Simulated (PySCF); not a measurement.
All values below come from B3LYP-D3(BJ)/def2-TZVP // B3LYP-D3(BJ)/def2-SVP run with PySCF 2.14.0. All species are isolated molecules in the gas phase. One relaxed conformer stands for a flexible species; it need not be the lowest. B3LYP has the VWN-RPA correlation part, as in Gaussian. Excitations are Tamm–Dancoff values on a coarser integration grid. The basis has no diffuse functions, so Rydberg states are missing or too high.

Reference species: [Al(F)3(NH3)] (neutral, multiplicity 1).

```json
{
 "S1–T1 gap (TDA)": "0.07 eV",
 "S1 oscillator strength": "0.000",
 "HOMO": "-10.03 eV"
}
```

After one change: the S1–T1 gap (TDA) stays essentially unchanged; the S1 oscillator strength is nearly the same; the HOMO falls by 0.32 eV.

Q: Which change was made? The new species is one of these.
A) [Al(F)3(CH3CN)]
B) [Al(F)3(N(CH3)3)]
C) [Al(F)3(CH3OH)]
D) [Al(F)3(H2O)]

A: D, [Al(F)3(H2O)]
